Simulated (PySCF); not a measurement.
2-bromo-1,1-difluoroethane (C2H3BrF2), SMILES FC(F)CBr. Atoms are numbered in the order given.

```xyz
8

F     -1.7913    -0.4839     0.7237
C     -1.3770     0.4709    -0.1274
F     -2.1503     1.5644     0.0628
C      0.0528     0.8598     0.1628
Br     1.2700    -0.5903    -0.1967
H     -1.5203     0.1098    -1.1608
H      0.1463     1.1348     1.2216
H      0.3427     1.7083    -0.4685
```
Charge 0, spin multiplicity 1.

Coordinates come from a PBE0-D3(BJ)/def2-SVP optimisation. Other conformers were not sampled.

Two levels are set side by side: PBE/pcSseg-1 (PySCF) and PBE0/pcSseg-1 (PySCF). GIAO shifts against CFCl3 (¹⁹F), TMS (¹H), TMS (¹³C) at the same level; non-relativistic, no solvent, atoms listed together averaged. Without spin–orbit terms, shifts of atoms bonded to Cl or Br come out too high at both levels. Differences are taken from unrounded values.

| quantity | PBE |
|---|---|
| δ(¹³C) of C2 (ppm) | 125.1 |
| δ(¹³C) of C4 (ppm) | 43.9 |
| δ(¹H) of H6 (ppm) | 6.20 |

Q: These are the PBE values. What does PBE0 give? (An estimate is asked for; the answer gives what the named calculation found.)

A: 
```csv
quantity,PBE0,PBE minus PBE0
δ(¹³C) of C2 (ppm),120.0,5.0
δ(¹³C) of C4 (ppm),42.5,1.4
δ(¹H) of H6 (ppm),5.99,0.21
```

Rough cost on one machine, each run with all the roots and properties that it gave: PBE0 against PBE within a factor of 2.
